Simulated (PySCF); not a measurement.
## Circular dichroism: `InChI=1S/C6H10OSi/c1-5-3-4-8(7)6(5)2/h3-5,7-8H,2H2,1H3/t5-,8+/m0/s1`

Geometry (Å), atoms numbered from 1 in this order:
```xyz
18

C    -0.717    2.024   -0.231
C    -0.031    0.913   -0.012
C    -0.532   -0.186    0.903
C    -1.833   -0.805    0.378
C     0.527   -1.247    1.005
C     1.637   -1.132    0.285
Si    1.674    0.466   -0.704
O     1.801    0.350   -2.327
H    -1.676    2.223    0.226
H    -0.342    2.793   -0.886
H    -0.729    0.227    1.901
H    -2.161   -1.613    1.028
H    -1.676   -1.207   -0.622
H    -2.622   -0.058    0.329
H     0.317   -2.087    1.655
H     2.410   -1.884    0.325
H     2.755    1.399   -0.424
H     1.189   -0.169   -2.843
```

The calculation used PySCF 2.14.0, TDDFT PBE0/def2-SVPD circular dichroism and optical rotation, one conformer, gas phase. Geometry: GFN2-xTB.

(1) Assign R or S to each stereocentre.

(2) Which excitations and rotatory strengths does the calculation give?

## Answers

(1) C3 S, Si7 R.

(2) Rotatory strengths R in 10⁻⁴⁰ esu² cm², velocity form and length form (origin at the centre of mass); f in length form.
```csv
state,E (eV),λ (nm),f,R (velocity),R (length),main
1,5.49,226,0.004,-8.0,-9.0,"HOMO−1→LUMO 0.65, HOMO−2→LUMO 0.31"
2,5.82,213,0.059,-10.3,-10.2,"HOMO→LUMO 0.78, HOMO−1→LUMO 0.08"
3,6.17,201,0.077,+34.9,+35.6,"HOMO−2→LUMO 0.48, HOMO→LUMO+1 0.20"
4,6.34,195,0.005,-35.7,-35.5,"HOMO−1→LUMO+1 0.43, HOMO−2→LUMO+1 0.30"
5,6.58,189,0.003,+5.8,+4.5,"HOMO−3→LUMO 0.76, HOMO−1→LUMO+1 0.17"
6,6.72,184,0.134,+98.9,+96.0,HOMO→LUMO+1 0.71
7,7.09,175,0.099,-117.1,-112.4,"HOMO→LUMO+2 0.44, HOMO−2→LUMO+1 0.24"
8,7.20,172,0.095,+60.4,+58.7,"HOMO−1→LUMO+2 0.38, HOMO→LUMO+2 0.28"
```

Among the states computed, the strongest CD band (largest |R|) is state 7. The largest dissymmetry factor in size, g = 4R/(D+G), with D and G the electric and magnetic dipole strengths, is -0.073 for state 4 (velocity form, f = 0.005), among bands with |R| over 0.5. The mirror image has the same energies and oscillator strengths and all R with the opposite sign.
